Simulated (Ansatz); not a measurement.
Computed with Ansatz on PBE0-D4/def2-TZVP structures; ΔE is electronic, products minus reactants. CBS: MP2 limit from def2 TZ/QZ plus the TZ coupled-cluster correction, frozen cores. DFT in def2-TZVPP. B3LYP here is the variant with VWN-RPA as its local correlation; programs differ in this. Each species was taken in one conformer, which may not be the lowest.

`C=C([SiH3])[O][AlH][F]` + `FB[SiH3]` → `FB[SiH2][SiH3]` + `C=C[O][AlH][F]`  (formal exchange of groups at the Si–C bond)

`C=C([SiH3])[O][AlH][F]`:

```xyz
12

C    -1.597    0.537    1.139
C    -0.549    0.189    0.394
Si   -0.179   -1.605   -0.021
O     0.292    1.136   -0.090
Al    1.669    1.399   -1.015
F     2.148    2.961   -1.170
H    -1.802    1.577    1.374
H    -2.267   -0.220    1.525
H     1.179   -1.961    0.474
H    -0.177   -1.786   -1.499
H    -1.198   -2.485    0.601
H     2.481    0.258   -1.711
```

`FB[SiH3]`:

Z-matrix (Å, degrees):
```
Si
B 1 2.035
H 1 1.487 2 113.6
H 1 1.490 2 109.0 3 -121.9
H 1 1.491 2 108.5 3 121.3
F 2 1.321 1 121.0 3 -4.0
H 2 1.203 1 122.9 3 176.3
```

`FB[SiH2][SiH3]`:

```xyz
10

F     2.330    1.608   -0.117
B     1.011    1.661   -0.179
Si   -0.040    0.110   -0.954
Si   -0.711   -1.258    0.831
H     0.494    2.641    0.289
H     0.754   -0.706   -1.914
H    -1.268    0.610   -1.634
H    -1.509   -0.467    1.806
H    -1.542   -2.390    0.341
H     0.482   -1.806    1.530
```

`C=C[O][AlH][F]`:

```xyz
9

C     0.585   -0.991    1.580
C     0.024   -0.685    0.419
O     0.093    0.541   -0.133
Al   -0.453    1.316   -1.525
F    -0.046    2.897   -1.686
H     1.138   -0.254    2.150
H     0.494   -1.994    1.970
H    -0.531   -1.430   -0.151
H    -1.305    0.600   -2.625
```

```csv
level,ΔE (kJ/mol),difference from CCSD(T)/CBS
PBE0-D4,-25.9,-9.7
B3LYP-D4,-15.6,0.6
PBE,-30.1,-13.9
r2SCAN,-23.0,-6.8
B3LYP,-20.6,-4.4
MP2/def2-TZVPP,-11.7,4.5
SCS-MP2/def2-TZVPP,-10.3,5.9
HF/def2-QZVPP,-13.7,2.5
HF/CBS(def2),-13.6,2.6
MP2/CBS(def2),-11.4,4.8
CCSD(T)/CBS,-16.2,0
```

Largest T1 diagnostic among the species: 0.015.

The D4 term adds +5.0 kJ/mol with B3LYP and +2.7 kJ/mol with PBE0; it sums over pairs of atoms, weighted by their polarisabilities, and B3LYP, whose exchange is more repulsive, gets the larger term.
